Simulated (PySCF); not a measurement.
# Single point on GeN⁻

State: ¹Σ⁺ (singlet), closed shell.

An equivalent input (the run itself took its basis sets from the Basis Set Exchange, started from a PBE0 density and held the occupation σ 7α 7β, πx 3α 3β, πy 3α 3β, δx 1α 1β, δy 1α 1β):

```python
from pyscf import gto, scf, cc
mol = gto.M(atom='Ge 0 0 0; N 0 0 1.682', basis={'Ge': 'aug-cc-pVDZ-PP', 'N': 'aug-cc-pVDZ'}, ecp={'Ge': 'cc-pVDZ-PP'},
            charge=-1, spin=0, verbose=4, symmetry='C2v')
mf = scf.RHF(mol)
mf.irrep_nelec = {'A1': 16, 'A2': 2, 'B1': 6, 'B2': 6}
mf.conv_tol = 1e-9
mf.max_cycle = 60
mf.diis_space = 10
mf.kernel()
mycc = cc.CCSD(mf, frozen=[0, 1, 2, 3, 4, 54])
mycc.run(conv_tol=1e-7, conv_tol_normt=1e-5, max_cycle=80, diis_space=8)
et = mycc.ccsd_t()
```

The SCF ended at -347.77712730 hartree. The coupled-cluster part of the log:

```
******** <class 'pyscf.cc.ccsd.CCSD'> ********
CC2 = 0
CCSD nocc = 10, nmo = 49
frozen orbitals [0, 1, 2, 3, 4, 54]
max_cycle = 80
direct = 0
conv_tol = 1e-07
conv_tol_normt = 1e-05
diis_space = 8
diis_start_cycle = 0
diis_start_energy_diff = 1e+09
Init t2, MP2 energy = -348.110664951179  E_corr(MP2) -0.333537650227021
Init E_corr(CCSD) = -0.333537650230262
cycle = 1  E_corr(CCSD) = -0.291230926674453  dE = 0.0423067236  norm(t1,t2) = 0.114099
cycle = 2  E_corr(CCSD) = -0.323844186974506  dE = -0.0326132603  norm(t1,t2) = 0.068021
cycle = 3  E_corr(CCSD) = -0.317218467003216  dE = 0.00662571997  norm(t1,t2) = 0.047927
cycle = 4  E_corr(CCSD) = -0.317481153052478  dE = -0.000262686049  norm(t1,t2) = 0.0089977
cycle = 5  E_corr(CCSD) = -0.319248398254859  dE = -0.0017672452  norm(t1,t2) = 0.00532545
cycle = 6  E_corr(CCSD) = -0.319442391095259  dE = -0.00019399284  norm(t1,t2) = 0.00140893
cycle = 7  E_corr(CCSD) = -0.319324654174614  dE = 0.000117736921  norm(t1,t2) = 0.000664831
cycle = 8  E_corr(CCSD) = -0.3193173254485  dE = 7.32872611e-06  norm(t1,t2) = 0.000191078
cycle = 9  E_corr(CCSD) = -0.319331358810341  dE = -1.40333618e-05  norm(t1,t2) = 8.43555e-05
cycle = 10  E_corr(CCSD) = -0.319330962679486  dE = 3.96130855e-07  norm(t1,t2) = 3.50556e-05
cycle = 11  E_corr(CCSD) = -0.319328663132887  dE = 2.2995466e-06  norm(t1,t2) = 1.5727e-05
cycle = 12  E_corr(CCSD) = -0.319327972074735  dE = 6.91058152e-07  norm(t1,t2) = 7.59781e-06
cycle = 13  E_corr(CCSD) = -0.319328257484115  dE = -2.8540938e-07  norm(t1,t2) = 2.09975e-06
cycle = 14  E_corr(CCSD) = -0.319328311803499  dE = -5.43193837e-08  norm(t1,t2) = 9.88977e-07
CCSD converged
E(CCSD) = -348.0964556127552  E_corr = -0.3193283118034987
CCSD(T) correction = -0.0219342433734302
```

T1 diagnostic 0.020, D1 0.051, 20 electrons correlated, 1 of the virtual orbitals (those above 20 hartree) left out.

Repeating this along the bond gives Re = 1.717 Å and ωe = 873 cm⁻¹.

A point of this curve took 3.4 CPU seconds beside 0.23 for the integrals, on Arm Neoverse V1 (shared host).

Correlated steps freeze 5 core orbitals. The CCSD T1 diagnostic is raised, a sign that a single reference may not be enough here.
